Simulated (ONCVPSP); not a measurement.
**Reading a pseudo-wave (calcium (Ca))**

Columns: radius, all-electron u(r) and pseudo u(r) of the 3s shell (level -45.60 eV) of calcium in the configuration [Ne] 3s2 3p6 3d0.5 4s1.5; PBE, scalar-relativistic, ONCV scheme, ONCVPSP 4.0.1.

```json
{"r (bohr)": "0.100", "all-electron": "0.0079", "pseudo": "0.1111"}
{"r (bohr)": "0.200", "all-electron": "-0.4765", "pseudo": "0.2257"}
{"r (bohr)": "0.300", "all-electron": "-0.4774", "pseudo": "0.3459"}
{"r (bohr)": "0.400", "all-electron": "-0.1863", "pseudo": "0.4705"}
{"r (bohr)": "0.500", "all-electron": "0.1825", "pseudo": "0.5953"}
{"r (bohr)": "0.600", "all-electron": "0.5134", "pseudo": "0.7132"}
{"r (bohr)": "0.700", "all-electron": "0.7629", "pseudo": "0.8162"}
{"r (bohr)": "0.800", "all-electron": "0.9252", "pseudo": "0.8965"}
{"r (bohr)": "0.900", "all-electron": "1.0095", "pseudo": "0.9484"}
{"r (bohr)": "1.000", "all-electron": "1.0324", "pseudo": "0.9694"}
{"r (bohr)": "1.100", "all-electron": "1.0107", "pseudo": "0.9605"}
{"r (bohr)": "1.200", "all-electron": "0.9591", "pseudo": "0.9253"}
{"r (bohr)": "1.300", "all-electron": "0.8896", "pseudo": "0.8699"}
{"r (bohr)": "1.400", "all-electron": "0.8107", "pseudo": "0.8009"}
{"r (bohr)": "1.500", "all-electron": "0.7289", "pseudo": "0.7248"}
{"r (bohr)": "1.600", "all-electron": "0.6483", "pseudo": "0.6469"}
{"r (bohr)": "1.700", "all-electron": "0.5716", "pseudo": "0.5713"}
{"r (bohr)": "1.800", "all-electron": "0.5004", "pseudo": "0.5004"}
{"r (bohr)": "1.900", "all-electron": "0.4356", "pseudo": "0.4355"}
{"r (bohr)": "2.000", "all-electron": "0.3773", "pseudo": "0.3773"}
{"r (bohr)": "2.100", "all-electron": "0.3255", "pseudo": "0.3255"}
{"r (bohr)": "2.200", "all-electron": "0.2798", "pseudo": "0.2798"}
{"r (bohr)": "2.300", "all-electron": "0.2399", "pseudo": "0.2399"}
{"r (bohr)": "2.400", "all-electron": "0.2051", "pseudo": "0.2051"}
{"r (bohr)": "2.500", "all-electron": "0.1750", "pseudo": "0.1750"}
{"r (bohr)": "2.600", "all-electron": "0.1490", "pseudo": "0.1490"}
```

Task: How many radial nodes do the two functions have?

Result: The all-electron 3s function has n − l − 1 = 2; the pseudo-wave has 0, since the states of the same l below it are removed with the core.

Task: At about which radius was the pseudo-wave matched?

Result: 1.95 bohr. The columns agree to 0.0005 from 1.70 bohr on; several derivatives are matched, so the curves merge somewhat inside the radius.

Task: Where does each function peak?

Result: Outermost all-electron maximum near 1.00 bohr, pseudo maximum near 1.00 bohr (to the table’s step).

Task: Is the pseudo-wave norm-conserving?

Result: Yes: the ONCV scheme keeps the norm inside the radius equal to the all-electron one, which fixes the energy derivative of the logarithmic derivative at the level.
